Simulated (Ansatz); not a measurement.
A structure relaxed at PBE-D4/def2-SVP in Ansatz, charge 0, singlet:

Cartesian coordinates in Å:
```
Sr -1.682 -1.208 0.340
Sr -0.210 2.546 0.543
Sr 1.854 -0.918 0.338
S 1.003 1.199 -1.584
S 0.244 -2.993 -0.176
S -1.181 1.017 -1.584
S -0.029 0.357 2.124
```

(1) Give its formula and point group.

(2) Summarise the bond lengths by kind (pairs closer than 1.2 times the sum of covalent radii, bridged metal pairs left out).

Answers

(1) the cluster Sr3S4. Point group Cs (tolerance 0.1 Å).

(2) 9 × S–Sr 2.68 to 2.98 Å; 1 × S–S 2.19 Å.

In the def2 sets Sr takes a core potential; there is no spin–orbit coupling. Another isomer (singlet) lies 0.09 eV lower at PBE0-D4/def2-TZVP; other spin states weren't run for this one.
